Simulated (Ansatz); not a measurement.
Molecule: sum formula Si₃N₂H₉, charge -1, multiplicity 1. It need not be the lowest isomer of its formula. Whether it binds its extra electron was not tested at this geometry. 
Structure (B3LYP-D3(BJ)/def2-TZVP (Ansatz, a quantum-chemistry and plane-wave program) minimum search):
SMILES: [SiH2-]N[SiH2]N[SiH3]
```xyz
14

Si    -0.1963    -0.4818    -0.0380
N     -1.1969     0.7898     0.4297
Si    -3.0582     0.6750     0.5165
N      1.5038    -0.1384     0.3025
Si     2.8439    -0.3356    -0.7361
H     -0.6159    -1.7175     0.6671
H     -0.1006    -0.8293    -1.4958
H     -0.8788     1.7205     0.2053
H     -3.1405    -0.3718     1.6430
H     -3.2692    -0.3929    -0.5846
H      1.6991     0.1873     1.2383
H      3.1712    -1.7509    -1.0768
H      2.6766     0.3611    -2.0394
H      4.0581     0.2264    -0.0766
```
Charge -1, spin multiplicity 1.

Basis-set convergence of Hartree-Fock and MP2 correlation energies (hartree) with Ansatz. Valence correlation only, unless marked. Spin-orbit coupling is left out. Non-relativistic. This anion needs diffuse functions, which these sets lack.

| basis | functions | E(HF) | E(corr, MP2) |
|---|---|---|---|
| cc-pV(D+d)Z | 142 | -981.01706 | -0.65310 |
| cc-pV(T+d)Z | 303 | -981.10484 | -0.81542 |
| cc-pV(Q+d)Z | 572 | (withheld) | (withheld) |

Q: Some entries are withheld; supply them.

A: 
- cc-pV(Q+d)Z, E(HF): -981.12728
- cc-pV(Q+d)Z, E(corr, MP2): -0.87438
